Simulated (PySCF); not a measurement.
Be(Br)(OMe) (CH3BeBrO), SMILES [Br][Be][O]C. Heavy atoms are numbered as in [Be:1]([Br:2])[O:3][CH3:4]. Hydrogens are named by the atom that carries them.

Geometry optimised at ωB97X-D3(BJ)/def2-SVP. One conformer was computed; it need not be the lowest.

Calculation: PySCF with M06-2X/def2-TZVPD.

Mulliken values depend strongly on the basis, most of all with diffuse functions as here. ESP charges are fitted to the potential on shells at 1.4 to 2.0 van der Waals radii. Atomic charges (e), one atom of each kind:

| atom | meta-Löwdin | Mulliken | ESP fit |
|---|---|---|---|
| Be1 | 1.40 | -0.25 | ___ |
| Br2 | -0.65 | -0.20 | ___ |
| O3 | -0.99 | 0.13 | -0.12 |
| C4 (CH3) | -0.08 | -0.21 | -0.52 |
| H on C4 | 0.11 | 0.18 | ___ |

Q: Complete the blanks. (The exact figures need the calculation; the answer reports its results.)

A: 
- Be1, ESP fit: 0.37
- Br2, ESP fit: -0.25
- H on C4, ESP fit: 0.17
